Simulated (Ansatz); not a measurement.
Mulliken charges of AlH₅N₂OSi (`N[SiH]1[NH][Al]1[OH]`) from ωB97M-V/def2-TZVPP in Ansatz (PBE0-D4/def2-TZVP geometry).

| atom | x (Å) | y (Å) | z (Å) | charge (e) |
| --- | --- | --- | --- | --- |
| N1 | -2.040 | 0.632 | -0.076 | -0.355 |
| Si2 | -0.697 | -0.362 | -0.432 | 0.389 |
| N3 | 0.811 | 0.429 | -0.828 | -0.344 |
| Al4 | 1.375 | -0.506 | 0.578 | 0.275 |
| O5 | 2.865 | -0.586 | 1.377 | -0.368 |
| H6 | -2.045 | 1.317 | 0.660 | 0.117 |
| H7 | -2.965 | 0.400 | -0.396 | 0.119 |
| H8 | -1.271 | -1.309 | -1.433 | -0.067 |
| H9 | 1.013 | 1.071 | -1.584 | 0.071 |
| H10 | 3.038 | -1.138 | 2.138 | 0.163 |

Q: By hand: the dipole of these point charges (1 e Å = 4.8032 D).

A: Σ q r = (-0.442, -0.256, 0.158) e Å, of length 0.535 e Å = 2.57 D.

Q: How does the dipole of the full density compare? (Best estimate.)

A: Ansatz gave: (-0.197, 0.011, 0.234) e Å, 1.47 D; the point charges give 1.75 times that, at 42° from its direction.

Point charges leave out the atoms' own dipoles, such as those of lone pairs, and Mulliken's split depends on the basis, so the two needn't agree.
